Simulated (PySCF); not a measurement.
Ligands exchanged one at a time, Ga OH-SH. All species are isolated molecules in the gas phase. One relaxed conformer stands for each flexible species; it need not be the lowest. Strings in code marks are SMILES.

Level of theory: B3LYP-D3(BJ)/def2-TZVP (PySCF 2.14.0). B3LYP has the VWN-RPA correlation part, as in Gaussian. Excitations are Tamm–Dancoff values on a coarser integration grid. The basis has no diffuse functions, so Rydberg states are missing or too high.

```
species                                          S1 excitation (TDA) (eV)  HOMO–LUMO gap (eV)  HOMO (eV)
-----------------------------------------------  ------------------------  ------------------  ---------
0 of 3 OH replaced by SH                                             5.95                7.19      -8.62
1 of 3 OH replaced by SH                                             5.25                6.35      -7.62
2 of 3 OH replaced by SH (`[OH][Ga]([SH])[SH]`)                         ?                   ?      -7.41
3 of 3 OH replaced by SH                                             4.97                6.03          ?
```

Task: What belongs in the gaps?

Result: 
- 2 of 3 OH replaced by SH (`[OH][Ga]([SH])[SH]`), S1 excitation (TDA) (eV): 5.07
- 2 of 3 OH replaced by SH (`[OH][Ga]([SH])[SH]`), HOMO–LUMO gap (eV): 6.16
- 3 of 3 OH replaced by SH, HOMO (eV): -7.39
